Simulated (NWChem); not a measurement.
# Basis-set convergence for H4AlP

SMILES: [AlH2][PH2]
```xyz
6

Al     0.2281     1.1809     0.0000
H      0.4199     1.9446    -1.3944
H      0.4199     1.9446     1.3944
P     -0.1094    -1.1352     0.0000
H     -1.0821    -1.1060    -1.0617
H     -1.0821    -1.1060     1.0617
```
Charge 0, spin multiplicity 1.

Everything below was run with NWChem. The geometry was optimised at PBE/def2-SVP, a minimum by its harmonic frequencies. It is one conformer; others weren't searched.

Quantity: LUMO energy at the level B3LYP.

B3LYP has NWChem's definition, with VWN1-RPA local correlation. The Pople sets run with spherical d functions. The structure started from a generated list of species.

```
basis        functions  LUMO energy (eV)
-----------  ---------  ----------------
STO-3G              22                 …
3-21G               34                 …
6-31+G*             52             -1.93
def2-SVP            56                 …
def2-SVPD           80             -1.88
def2-TZVPD         122             -1.90
cc-pVTZ            124             -1.89
aug-cc-pVTZ        192             -1.92
cc-pVQZ            238             -1.91
def2-QZVP          260             -1.92
```

Q: Complete the blanks.

A: 
- STO-3G, LUMO energy (eV): 3.60
- 3-21G, LUMO energy (eV): -1.98
- def2-SVP, LUMO energy (eV): -1.86
